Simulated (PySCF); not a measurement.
Correlation energy of Mn²⁺ (manganese, charge +2)

[Ar] 3d4 4s1, high-spin 6D determinant (an excited configuration). All numbers are calculated (PySCF 2.14, scalar relativity by spin-free X2C-1e, in aug-cc-pVDZ-DK). Frozen: [Ar]; 5 electrons correlated.

| level | correlation energy (mhartree) |
| --- | --- |
| CCSD | -42.62 |
| (T) | -0.31 |
| CCSD(T) | -42.93 |

Diagnostics: T1 = 0.0049, D1 = 0.0078, largest double amplitude 0.023.

Task: Is a single reference adequate?

Result: Yes: T1 lies below 0.03 and no double amplitude reaches 0.07.
